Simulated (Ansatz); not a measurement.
C2H7BFNSi (`C=CB(N)[SiH2]F`), relaxed with RKS PBE-D4/def2-SVP in Ansatz 0.2.0 from a rough embedded geometry. The force threshold is 0.03 eV/Å; the program also tests the step.

The species carries charge 0 and has multiplicity 1.

Start:

```xyz
13

C     0.403   -1.378    1.785
C    -0.047   -0.267    1.281
B     0.083   -0.018   -0.238
N     0.695   -0.973   -1.226
Si   -0.585    1.685   -0.985
F     0.243    2.981   -0.228
H     0.880   -2.143    1.255
H     0.268   -1.491    2.909
H    -0.488    0.524    1.902
H     0.124   -1.848   -1.202
H     0.763   -0.638   -2.152
H    -2.004    1.838   -0.722
H    -0.336    1.727   -2.378
```

| step | energy (eV) | largest force (eV/Å) | largest move (Å) |
| --- | --- | --- | --- |
| 1 | -14929.4447 | 3.357 | 0.000 |
| 2 | -14930.1386 | 1.844 | 0.195 |
| 3 | -14930.4175 | 1.453 | 0.195 |
| 4 | -14930.5517 | 0.360 | 0.200 |
| 5 | -14930.5701 | 0.203 | 0.100 |
| 6 | -14930.5828 | 0.194 | 0.106 |
| 7 | -14930.5875 | 0.074 | 0.049 |
| 8 | -14930.5915 | 0.060 | 0.081 |
| 9 | -14930.5938 | 0.281 | 0.195 |
| 10 | -14930.5981 | 0.079 | 0.036 |
| 11 (rejected) | -14930.5974 | 0.133 | 0.050 |
| 12 | -14930.5993 | 0.046 | 0.024 |
| 13 | -14930.6002 | 0.169 | 0.063 |
| 14 | -14930.6008 | 0.060 | 0.037 |
| 15 | -14930.6010 | 0.032 | 0.023 |
| 16 | -14930.6011 | 0.022 | 0.004 |

End:

```xyz
13

C     0.596   -1.271    1.849
C    -0.245   -0.423    1.216
B    -0.130   -0.069   -0.306
N     0.203   -1.063   -1.238
Si   -0.461    1.812   -0.987
F     0.289    2.924   -0.021
H     1.410   -1.788    1.309
H     0.536   -1.472    2.933
H    -0.999    0.097    1.837
H     0.315   -2.046   -0.972
H     0.360   -0.891   -2.232
H    -1.929    2.172   -0.993
H     0.056    2.018   -2.394
```

It took 28 s on 4 threads of an Arm Neoverse V1 on a shared host, with 0.18 GiB of host memory at the peak.
